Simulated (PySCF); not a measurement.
**B: excitation energy**

B [He] 2s2 2p1 (2P) → B [He] 2s2 3s1 (2S), as a difference of total energies. Computed with PySCF 2.14 in aug-cc-pwCVQZ (9s8p6d4f2g, 109 functions), with the non-relativistic Hamiltonian (point nucleus). Correlated levels: valence: 1s2 frozen; valence and next inner shell: nothing frozen. The calculations carry no spin-orbit coupling.

```json
{"method": "UHF", "excitation energy (cm⁻¹)": "40365", "error (cm⁻¹)": "+336"}
{"method": "LDA", "excitation energy (cm⁻¹)": "42590", "error (cm⁻¹)": "+2561"}
{"method": "PBE", "excitation energy (cm⁻¹)": "42619", "error (cm⁻¹)": "+2589"}
{"method": "PBE0", "excitation energy (cm⁻¹)": "42692", "error (cm⁻¹)": "+2662"}
{"method": "r2SCAN", "excitation energy (cm⁻¹)": "44619", "error (cm⁻¹)": "+4589"}
{"method": "M06-L", "excitation energy (cm⁻¹)": "44834", "error (cm⁻¹)": "+4804"}
{"method": "TPSSh", "excitation energy (cm⁻¹)": "43995", "error (cm⁻¹)": "+3965"}
{"method": "M06", "excitation energy (cm⁻¹)": "42016", "error (cm⁻¹)": "+1986"}
{"method": "MP2 (valence)", "excitation energy (cm⁻¹)": "41160", "error (cm⁻¹)": "+1130"}
{"method": "SCS-MP2 (valence)", "excitation energy (cm⁻¹)": "41045", "error (cm⁻¹)": "+1015"}
{"method": "MP2 (valence and next inner shell)", "excitation energy (cm⁻¹)": "41350", "error (cm⁻¹)": "+1320"}
{"method": "SCS-MP2 (valence and next inner shell)", "excitation energy (cm⁻¹)": "41169", "error (cm⁻¹)": "+1139"}
```

Reference: 40030 cm⁻¹ (measured; NIST levels, between the centres of gravity of the two terms).

Errors of the correlated levels include the incompleteness of this basis and the frozen core.

The promoted electron is Rydberg-like, and one or two diffuse shells describe it only roughly, which tends to raise the upper state.
